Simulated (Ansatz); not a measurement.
NH3 (SMILES N), charge 0, multiplicity 1, relaxed at each level with Ansatz (a program for electronic structure); harmonic frequencies from differences of analytic forces, average atomic masses, frozen cores.

| level | harmonic frequencies (cm⁻¹) | ZPE (eV) | cost over HF/def2-TZVPP (rough) |
|---|---|---|---|
| HF/def2-TZVPP | 1105 1790 1790 3692 3817 3817 | 0.993 | ×1 |
| PBE/def2-TZVPP | 1029 1623 1623 3385 3510 3510 | 0.910 | ×1 |
| PBE0/def2-TZVPP | 1038 1667 1667 3508 3638 3638 | 0.940 | ×1 |
| MP2/cc-pVTZ | 1088 1686 1686 3511 3654 3654 | 0.947 | ×2 |
| CCSD(T)/cc-pVDZ | 1182 1686 1686 3434 3561 3561 | 0.937 | ×0.5 |
| CCSD(T)/cc-pVTZ | 1109 1688 1688 3472 3597 3597 | 0.939 | ×9 |

Measured: harmonic frequencies 3478, 1084, 3597, 1684 cm⁻¹ [Alecu, Zheng, Zhao (2010)]; fundamentals as far as tabulated 3337, 950, 3444, 1627 cm⁻¹ [NIST CCCBDB]. Measured modes stand in the spectroscopists' order.
